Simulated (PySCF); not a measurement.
**TDDFT excited states: C3H7BF2**

Compound: C₃H₇BF₂.
SMILES with atom numbers: `[CH3:1][CH2:2][CH2:3][B:4]([F:5])[F:6]` (hydrogens: H7, H8, H9 on C1; H10, H11 on C2; H12, H13 on C3)

Level of theory: PySCF, TDDFT CAM-B3LYP/def2-SVPD, vertical, gas phase, core orbitals frozen in the response. Isolated species at its PBE0-D3(BJ)/def2-SVP geometry (one conformer only). Torsions of this conformer, `[CH3:1][CH2:2][CH2:3][B:4]([F:5])[F:6]`: C1–C2–C3–B4 180°, C2–C3–B4–F5 -177°.

```json
{"state": "S1", "E (eV)": "8.36", "λ (nm)": "148.2", "f": "0.011", "main configurations (H = HOMO, L = LUMO)": "H→L+1 (68%), H-1→L+1 (21%)"}
{"state": "S2", "E (eV)": "8.75", "λ (nm)": "141.7", "f": "0.031", "main configurations (H = HOMO, L = LUMO)": "H→L (77%), H-1→L (15%)"}
{"state": "S3", "E (eV)": "8.83", "λ (nm)": "140.5", "f": "0.0026", "main configurations (H = HOMO, L = LUMO)": "H-1→L (67%), H→L (12%), H-1→L+2 (10%)"}
{"state": "S4", "E (eV)": "9.19", "λ (nm)": "134.9", "f": "0.016", "main configurations (H = HOMO, L = LUMO)": "H-1→L+1 (69%), H→L+1 (21%)"}
{"state": "S5", "E (eV)": "9.27", "λ (nm)": "133.8", "f": "0.012", "main configurations (H = HOMO, L = LUMO)": "H-2→L (62%), H-2→L+1 (15%), H-2→L+2 (13%)"}
{"state": "S6", "E (eV)": "9.33", "λ (nm)": "132.9", "f": "0.0053", "main configurations (H = HOMO, L = LUMO)": "H-2→L+1 (70%), H-2→L (12%)"}
{"state": "S7", "E (eV)": "9.67", "λ (nm)": "128.2", "f": "0.0006", "main configurations (H = HOMO, L = LUMO)": "H-1→L+2 (48%), H→L+2 (21%), H-3→L (11%)"}
{"state": "S8", "E (eV)": "9.78", "λ (nm)": "126.8", "f": "0.012", "main configurations (H = HOMO, L = LUMO)": "H→L+2 (58%), H-1→L+2 (24%)"}
{"state": "S9", "E (eV)": "9.99", "λ (nm)": "124.1", "f": "0.137", "main configurations (H = HOMO, L = LUMO)": "H-1→L+3 (63%), H→L+3 (27%)"}
{"state": "S10", "E (eV)": "10.01", "λ (nm)": "123.9", "f": "0.0085", "main configurations (H = HOMO, L = LUMO)": "H-2→L+2 (66%), H-2→L (12%)"}
```

Triplets, Tamm–Dancoff:

```tsv
state	E (eV)	λ (nm)	main configurations (H = HOMO, L = LUMO)
T1	7.56	164.1	H→L+1 (66%), H-1→L+1 (20%)
T2	8.54	145.2	H→L (76%)
T3	8.58	144.5	H-1→L (71%), H-1→L+2 (12%)
T4	8.76	141.6	H-1→L+1 (54%), H→L+1 (18%), H-3→L+1 (16%)
```

The lowest singlet comes at 148 nm (807 kJ/mol) in the vacuum ultraviolet; it is weak; its leading configuration is HOMO→LUMO+1 (68%). The strongest level in the table is S9 at 9.99 eV (124 nm, f = 0.137). Löwdin shares by element: HOMO (one of a set within 0.03 eV) carbon 57%, boron 11% (atoms not listed hold the other 31%); LUMO boron 52%, carbon 13% or more, fluorine 5% or more (atoms not listed hold the other 29%). Of the 10 states listed, 6 reach f = 0.01 and none stays under 0.0005. The oscillator strengths of these states sum to 0.236; summed over the whole spectrum of an exact calculation they would give the number of electrons, 48 (Thomas–Reiche–Kuhn). Weighted by f, the mean energy of these states is 9.62 eV. The vertical ionisation energy (ΔSCF) is 11.82 eV, 1.81 eV above S10. Only the lowest 10 singlets were computed, as vertical energies without vibronic structure.

Without π bonds the low states are Rydberg-like; a valence basis with one diffuse set may place them up to an eV too high.
